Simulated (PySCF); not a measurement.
# C₆ coefficients of unlike pairs at PBE0

Calculated with PySCF 2.14 from the dipole response of each species, C₆(A,B) = (3/π) ∫ α_A(iu) α_B(iu) du, in atomic units, from isotropic polarisabilities. For ions this is the dispersion term alone; charge-induced terms of lower order in 1/R come first.

```tsv
species	configuration	basis	relativity	α (bohr³)	C₆ (like pair)
C	[He] 2s2 2p2 (3P)	def2-TZVPPD (6s3p3d1f)	none	12.31	48.73
Os²⁺	[Xe] 4f14 5d6 (5D)	aug-cc-pVTZ-PP with ECP60MDF (6s6p5d3f2g)	core potential	11.25	71.30
Sb²⁺	[Kr] 4d10 5s2 5p1 (2P)	aug-cc-pVTZ-PP with ECP28MDF (6s5p4d2f)	core potential	15.75	93.54
Ne⁺	[He] 2s2 2p5 (2P)	aug-cc-pwCVTZ (7s6p4d2f)	none	1.332	2.361
```

(1) Estimate C₆ for Ne⁺ with Os²⁺.

No spin-orbit coupling is included.

The other pairs:

| pair | C₆ |
| --- | --- |
| Os²⁺, C | 56.43 |
| Ne⁺, Sb²⁺ | 12.73 |
| Ne⁺, C | 8.781 |
| Sb²⁺, Os²⁺ | 79.65 |
| Sb²⁺, C | 67.32 |

Results:

(1) The integral gives 12.29. The combination rule 2 C_A C_B / (C_A α_B/α_A + C_B α_A/α_B) gives 11.86 and the geometric mean 12.97.
